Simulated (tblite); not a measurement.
C₃H₄N₂O₂S₂ (charge -1 and doublet state).
Bonds: C1–S2, S2–O3 (double), S2–O4 (double), S2–C5, C5–N6 (double), N6–S7, S7–N8, N8–C9, C5–C9. Hydrogens: H10, H11, H12 on C1; H13 on C9.
Bond orders are those of one Lewis drawing.

Computed with GFN2-xTB (tblite), gas phase: L-BFGS steps from a force-field or distance-geometry start until the largest atomic force falls under 0.01 eV/Å.

The end geometry, which sets the zero of energy:
```
atom  x, y, z in Å
C1     -1.7940    0.7773   -0.4789
S2     -0.9129   -0.6662    0.2225
O3     -1.3508   -1.8194   -0.5444
O4     -1.2172   -0.7227    1.6432
C5      0.7693   -0.2769   -0.0170
N6      1.1116    0.2915   -1.2019
S7      2.7638    0.5865   -1.0844
N8      2.9825   -0.0037    0.4850
C9      1.7868   -0.4231    0.8991
H10    -1.6967    1.5958    0.2217
H11    -2.8300    0.5069   -0.6348
H12    -1.2927    0.9959   -1.4128
H13     1.6761   -0.8413    1.8851
```

Problem. These geometries come from the run, each turned onto the end geometry. Order them by energy, lowest first.
A.
```
atom  x, y, z in Å
C1     -1.7300    0.7944   -0.3937
S2     -0.9064   -0.7618    0.1174
O3     -1.4281   -1.8102   -0.7388
O4     -1.1894   -0.9229    1.5340
C5      0.7843   -0.4171   -0.0995
N6      1.2084   -0.0322   -1.3327
S7      2.7921    0.4821   -1.1148
N8      2.8758    0.2220    0.5589
C9      1.6911   -0.2597    0.9279
H10    -1.4633    1.5306    0.3522
H11    -2.7977    0.6243   -0.4194
H12    -1.3432    1.0659   -1.3668
H13     1.5023   -0.5146    1.9576
```
B.
```
atom  x, y, z in Å
C1     -1.7919    0.7800   -0.4558
S2     -0.9008   -0.6935    0.1685
O3     -1.3358   -1.8103   -0.6502
O4     -1.2063   -0.8120    1.5846
C5      0.7786   -0.2916   -0.0419
N6      1.1608    0.2276   -1.2364
S7      2.8011    0.5578   -1.0618
N8      2.9625    0.0433    0.5417
C9      1.7569   -0.3764    0.9229
H10    -1.5186    1.6156    0.1752
H11    -2.8545    0.5807   -0.4113
H12    -1.4578    0.9294   -1.4736
H13     1.6017   -0.7502    1.9205
```
C.
```
atom  x, y, z in Å
C1     -1.7303    0.8241   -0.2430
S2     -0.8949   -0.7967    0.0579
O3     -1.4381   -1.7121   -0.9248
O4     -1.1716   -1.1234    1.4486
C5      0.8019   -0.4715   -0.1534
N6      1.3432   -0.4566   -1.3974
S7      2.9271    0.0568   -1.1781
N8      2.8512    0.3128    0.4945
C9      1.6178   -0.0197    0.8657
H10    -1.7749    1.3424    0.7059
H11    -2.7195    0.6093   -0.6252
H12    -1.1432    1.3734   -0.9685
H13     1.3272    0.0618    1.9004
```
D.
```
atom  x, y, z in Å
C1     -1.7530    0.8108   -0.2399
S2     -0.8833   -0.8050    0.0536
O3     -1.3968   -1.7188   -0.9437
O4     -1.1724   -1.1412    1.4443
C5      0.8002   -0.4512   -0.1478
N6      1.3660   -0.5219   -1.3669
S7      2.9385   -0.0115   -1.1664
N8      2.8371    0.3689    0.4708
C9      1.6001    0.0490    0.8557
H10    -1.8119    1.3416    0.7060
H11    -2.7565    0.6896   -0.6467
H12    -1.1477    1.3758   -0.9400
H13     1.3755    0.0146    1.9034
```
E.
```
atom  x, y, z in Å
C1     -1.7471    0.7865   -0.4245
S2     -0.9132   -0.7417    0.1478
O3     -1.3935   -1.8060   -0.7139
O4     -1.2097   -0.9107    1.5610
C5      0.7706   -0.3572   -0.0608
N6      1.1576    0.1081   -1.2768
S7      2.7707    0.5412   -1.0879
N8      2.9156    0.1446    0.5503
C9      1.7257   -0.3162    0.9317
H10    -1.4359    1.5910    0.2293
H11    -2.8187    0.6404   -0.3888
H12    -1.3955    0.9462   -1.4359
H13     1.5690   -0.6256    1.9508
```

Solution. B (0.004 eV), E (0.009 eV), A (0.019 eV), C (0.071 eV), D (0.144 eV).

In the order of the answer:

```csv
step,E above end (eV),largest force (eV/Å),rms force component (eV/Å),rms distance from end (Å),rms bond change (Å),bond most changed (Å)
78,0.004,0.03,0.012,0.121,0.001,S2–C5 -0.004
60,0.009,0.04,0.013,0.178,0.001,S2–C5 -0.004
45,0.019,0.12,0.038,0.231,0.002,S7–N8 +0.005
19,0.071,0.06,0.027,0.514,0.005,C1–S2 +0.017
5,0.144,0.55,0.208,0.532,0.011,C1–S2 +0.027
```

What follows is the cost of the whole relaxation. Time: 1.0 s of wall time. Hardware: one thread of an Intel Xeon Platinum 8488C, shared host with 96 logical CPUs at a one-minute load of 106.
